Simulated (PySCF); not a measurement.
# Dipole moment and polarisability of `Cl[SiH2]n1ccnc1`

C₃H₅ClN₂Si.
Structure used (GFN2-xTB), in Å, numbered top down from 1:
```xyz
12
C3H5ClN2Si angstrom
Cl     2.440    1.571    1.013
Si     1.868    0.003   -0.090
N      0.124   -0.113    0.000
C     -0.790    0.902   -0.180
C     -2.025    0.350   -0.057
N     -1.909   -0.987    0.193
C     -0.639   -1.228    0.219
H      2.235    0.217   -1.485
H      2.361   -1.248    0.467
H     -0.476    1.907   -0.372
H     -2.988    0.814   -0.129
H     -0.200   -2.189    0.394
```

Level: PBE0/def2-SVPD (PySCF), static field, nuclei fixed, core orbitals frozen in the response. The polarisability tensor in these axes (au):

```
x   99.51  4.91  1.98
y    4.91 84.84  0.28
z    1.98  0.28 62.66
```

Question: What are the eigenvalues, a third of the trace, and Δα (Δα² = ½Σ(αi − αj)² over the three pairs)?

Answer: Principal values 62.55, 83.35 and 101.10 au; mean 82.34 au = 12.20 Å³ = 13.58 × 10⁻⁴⁰ C²·m²/J; Δα = 33.42 au (41 % of the mean).

Question: What is the dipole moment, and where does it point?

Answer: (2.72, 0.61, -0.80) D, 2.90 D in size, pointing from the negative to the positive side. Measured along this direction, the outermost atoms are H11 at the negative end and H8 at the positive end.

Question: In TDDFT the mean static polarisability is Σ f/ω² over all singlet excitations (ω in hartree). How much of it do the 6 lowest give? Their energies (eV) and oscillator strengths: 5.70, 0.0203; 6.00, 0.0117; 6.21, 0.0009; 6.38, 0.0901; 6.69, 0.0111; 6.89, 0.0045.

Answer: They add up to 2.61 au, 3.2 % of the 82.34 au; the largest single term is 1.64 au, from the state at 6.38 eV. Terms in order: 0.46, 0.24, 0.02, 1.64, 0.18, 0.07 au. Higher excitations give the rest. The strengths listed sum to 0.138.

Question: What are the principal values of the traceless quadrupole moment, Θ = ½Σq(3rr − r²1), about the centre of nuclear charge?

Answer: -13.45, 1.13, 12.32 D·Å. The values depend on the origin, since the dipole doesn't vanish. The electronic extent ⟨r²⟩ about the same centre is 1179 bohr², a root-mean-square distance of 2.20 Å for the 68 electrons.

Question: Find the Langevin capture rate constant for H3+ (3.023 u) meeting this molecule (131.991 u), k = 2.342 × 10⁻⁹ cm³/s × √(α in Å³ / reduced mass in u).

Answer: The reduced mass is 2.96 u, so k = 4.76 × 10⁻⁹ cm³/s. The formula leaves out the permanent dipole, which adds to the capture rate.

The structure is a single GFN2-xTB conformer in the gas phase; no vibrational or solvent corrections.
